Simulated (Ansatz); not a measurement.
**Ligand exchange: GeH3(CH3) + SiH3F → SiH3(GeH3) + CH3F**

Species: GeH3(CH3) (methyl germane), singlet; SiH3F `F[SiH3]`, singlet; SiH3(GeH3), singlet; CH3F (fluoromethane) `CF`, singlet. The partners trade CH3 for SiH3: Ge–CH3 and F–SiH3 bonds give way to Ge–SiH3 and F–CH3.

Shapes, held fixed at every level: PBE0-D4/def2-TZVP. Programs: Ansatz 0.2.0. The zero-point and thermal change to 298 K, harmonic and unscaled (PBE0-D4/def2-TZVP), is +1.5 kJ/mol.

Question: Estimate ΔH(298 K) of this reaction.

Answer: The highest level, CCSD(T)/def2-TZVPP, gives ΔH(298 K) = +194.6 kJ/mol; the levels span +171.7 to +199.7. The column of differences is taken from that level and isn't an error. No measured value is set beside it here. Relativity is left out for Ge unless named. Correlated rows may include outer-core shells of Ge, which these sets cover unevenly. Times are processor times on shared x86 and Arm servers, and rough.

```json
{"level": "HF/def2-TZVPP", "kind": "Hartree–Fock", "ΔH(298 K) (kJ/mol)": "+199.7", "less CCSD(T)/def2-TZVPP": "+5.1", "CPU time (sum over the molecules)": "–"}
{"level": "B3LYP-D4/def2-TZVPP", "kind": "global hybrid", "ΔH(298 K) (kJ/mol)": "+183.7", "less CCSD(T)/def2-TZVPP": "-10.9", "CPU time (sum over the molecules)": "14 s"}
{"level": "BHLYP-D4/def2-TZVPP", "kind": "global hybrid", "ΔH(298 K) (kJ/mol)": "+191.7", "less CCSD(T)/def2-TZVPP": "-2.9", "CPU time (sum over the molecules)": "9.4 s"}
{"level": "r2SCAN0-D4/def2-TZVPP", "kind": "global hybrid", "ΔH(298 K) (kJ/mol)": "+188.4", "less CCSD(T)/def2-TZVPP": "-6.2", "CPU time (sum over the molecules)": "16 s"}
{"level": "B2PLYP/def2-TZVPP", "kind": "double hybrid", "ΔH(298 K) (kJ/mol)": "+194.9", "less CCSD(T)/def2-TZVPP": "+0.3", "CPU time (sum over the molecules)": "18 s"}
{"level": "CCSD(T)/def2-SVP", "kind": "coupled cluster or CI", "ΔH(298 K) (kJ/mol)": "+171.7", "less CCSD(T)/def2-TZVPP": "-22.9", "CPU time (sum over the molecules)": "8.3 s"}
{"level": "CCSD/def2-TZVPP", "kind": "coupled cluster or CI", "ΔH(298 K) (kJ/mol)": "+196.0", "less CCSD(T)/def2-TZVPP": "+1.4", "CPU time (sum over the molecules)": "–"}
{"level": "CCSD(T)/def2-TZVPP", "kind": "coupled cluster or CI", "ΔH(298 K) (kJ/mol)": "+194.6", "less CCSD(T)/def2-TZVPP": "0.0", "CPU time (sum over the molecules)": "90 s"}
```
